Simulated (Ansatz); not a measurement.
The lowest singlet and triplet of F2Si (SMILES F[Si]F); geometries from B3LYP-D3(BJ)/def2-TZVP, each state relaxed from the structure named, with no frequency check.
Singlet at the triplet's geometry (charge 0, multiplicity 1):
```csv
atom,x (Å),y (Å),z (Å)
F,-1.3456,-0.3843,0.0000
Si,-0.0004,0.4926,0.0000
F,1.3463,-0.3819,0.0000
```

| level | gap E(singlet) − E(triplet), vertical, at the triplet's geometry (kcal/mol) | cost |
|---|---|---|
| R-HF/cc-pV(D+d)Z | -48.82 | - |
| U-HF/cc-pV(D+d)Z | -48.85 | - |
| U-HF/cc-pV(T+d)Z (spin-contaminated) | -46.85 | - |
| R-HF/cc-pV(Q+d)Z | -45.88 | - |
| R-SVWN5/def2-TZVPP | -72.01 | ×0.7 |
| U-SVWN5/def2-TZVPP | -72.01 | ×0.7 |
| R-PBE/def2-TZVPP | -66.61 | ×1 |
| U-PBE/def2-TZVPP | -66.61 | ×1 |
| R-r2SCAN/def2-TZVPP | -59.93 | ×2 |
| U-r2SCAN/def2-TZVPP | -59.93 | ×3 |
| R-BHLYP/def2-TZVPP | -67.69 | ×1 |
| U-BHLYP/def2-TZVPP | -67.69 | ×2 |
| U-wB97M-V/def2-TZVPP | -77.41 | ×4 |
| R-B2PLYP/def2-TZVPP | -69.60 | ×2 |
| U-B2PLYP/def2-TZVPP | -69.60 | ×3 |
| R-MP2/cc-pV(D+d)Z | -65.70 | - |
| U-MP2/cc-pV(T+d)Z (spin-contaminated) | -63.75 | - |
| R-MP2/cc-pV(Q+d)Z | -66.56 | - |
| U-MP2/cc-pV(Q+d)Z (spin-contaminated) | -63.68 | - |
| U-SCS-MP2/cc-pV(D+d)Z | -67.20 | - |
| R-SCS-MP2/cc-pV(T+d)Z | -69.65 | - |
| R-SCS-MP2/cc-pV(Q+d)Z | -70.19 | - |
| R-CCSD/cc-pV(D+d)Z | -69.15 | - |
| U-CCSD/cc-pV(D+d)Z | -69.11 | - |
| R-CCSD/cc-pV(T+d)Z | -68.88 | - |
| U-CCSD/cc-pV(T+d)Z (spin-contaminated) | -68.78 | - |
| R-CCSD/cc-pV(Q+d)Z | -68.50 | - |
| R-CCSD(T)/cc-pV(D+d)Z | -70.15 | ×2 |
| U-CCSD(T)/cc-pV(D+d)Z | -70.12 | ×3 |
| R-CCSD(T)/cc-pV(Q+d)Z | -69.82 | ×30 |
| U-CCSD(T)/cc-pV(Q+d)Z (spin-contaminated) | -69.75 | ×100 |
| SA-CASSCF(2,2)/cc-pV(D+d)Z | -62.05 | - |
| SA-CASSCF(2,2)/cc-pV(T+d)Z | -60.86 | - |
| SA-CASSCF(2,2)/cc-pV(Q+d)Z | -60.15 | - |
| SC-NEVPT2 on SA-CASSCF(2,2)/cc-pV(D+d)Z | -67.74 | - |
| FIC-NEVPT4(SD) on SA-CASSCF(2,2)/cc-pV(D+d)Z | -69.49 | - |
| FIC-NEVPT4(SD) on SA-CASSCF(2,2)/cc-pV(T+d)Z | -69.38 | - |
| FIC-NEVPT4(SD) on SA-CASSCF(2,2)/cc-pV(Q+d)Z | -69.04 | - |
| FIC-MRCISD+Q on SA-CASSCF(2,2)/cc-pV(D+d)Z | -69.37 | - |
| FIC-MRCISD+Q on SA-CASSCF(2,2)/cc-pV(Q+d)Z | -68.51 | - |

The rows run from -77.41 (U-wB97M-V/def2-TZVPP) to -45.88 kcal/mol (R-HF/cc-pV(Q+d)Z). From cc-pV(T+d)Z (spin-contaminated) to cc-pV(Q+d)Z (spin-contaminated) U-MP2 changes by 0.07. The 6 U-functionals in def2-TZVPP without D3 or D4 span 17.47, from U-wB97M-V to U-r2SCAN.

A positive gap puts the triplet lower; no zero-point energy. R- takes a restricted singlet. U- takes an unrestricted singlet (broken symmetry where lower, unprojected). The triplet is unrestricted in single-reference levels. Active spaces average the two states.

Frozen-core correlation.

Doubts at one or more of the structures used: a restricted determinant that unrestricted orbitals would lower (R-HF/cc-pV(D+d)Z, R-HF/cc-pV(Q+d)Z, R-MP2/cc-pV(D+d)Z, R-MP2/cc-pV(Q+d)Z, R-SCS-MP2/cc-pV(T+d)Z, R-SCS-MP2/cc-pV(Q+d)Z, R-CCSD/cc-pV(D+d)Z, R-CCSD/cc-pV(T+d)Z, R-CCSD/cc-pV(Q+d)Z, R-CCSD(T)/cc-pV(D+d)Z, R-CCSD(T)/cc-pV(Q+d)Z).

Codes used: Ansatz (a program for electronic structure). Values without a source in brackets are computed.

Costs are rough ratios of core time to R-PBE/def2-TZVPP (about 2.7 s over the structures, on one shared machine); a dash marks a level with no comparable run of its own.
